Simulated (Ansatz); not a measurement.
The same path of Al₂H₉NSi₂ (14 atoms, charge 0, multiplicity 1) was run twice with different band settings. The coordinate that changes most is the dihedral N2–Al4–Si5–H13.

Theory: RKS PBE/6-31G in Ansatz 0.2.0.

Relaxed end points:

```xyz
14
Properties=species:S:1:pos:R:3
Al -0.535 1.465 1.380
N -0.843 0.200 0.086
Si -2.546 -0.136 -0.463
Al 0.514 -0.768 -0.702
Si 2.915 -0.570 -0.167
H 0.996 1.729 1.812
H -1.803 2.245 2.007
H -3.510 0.665 0.390
H -2.750 0.258 -1.914
H -2.888 -1.607 -0.325
H 0.014 -1.822 -1.831
H 3.453 -1.927 0.261
H 3.281 0.425 0.914
H 3.690 -0.188 -1.419
```

```xyz
14
Properties=species:S:1:pos:R:3
Al -0.585 0.951 1.758
N -0.850 0.133 0.135
Si -2.541 -0.076 -0.507
Al 0.540 -0.500 -0.897
Si 2.933 -0.385 -0.303
H 0.936 1.128 2.261
H -1.879 1.445 2.588
H -3.535 0.291 0.576
H -2.794 0.816 -1.710
H -2.792 -1.511 -0.929
H 0.077 -1.182 -2.296
H 3.257 0.152 1.074
H 3.671 0.480 -1.313
H 3.549 -1.772 -0.408
```

Common settings: climbing image yes; spring 5.0 eV/Å²; optimiser quadratic models (default); start path IDPP; force threshold 0.05 eV/Å; iteration limit 60; end points relaxed.

| run | movable images |
| --- | --- |
| 1 | 5 |
| 2 | 1 |

(1) What does each run give, and how far can it be trusted?

Results:

(1) Run 1: converged after 4 iterations, highest image 0.000 eV above the first end. The highest image is an end point: on this band no image between the ends rises above it. Inner images lie up to 0.021 eV below the lower end, so the ends aren't the lowest states on this path.
Run 2: converged after 7 iterations, highest image 0.000 eV above the first end. The highest image is an end point: on this band no image between the ends rises above it. Inner images lie up to 0.009 eV below the lower end, so the ends aren't the lowest states on this path. So few images can step over the top or miss a turn of the path.
Limits of this set-up: no polarisation functions.
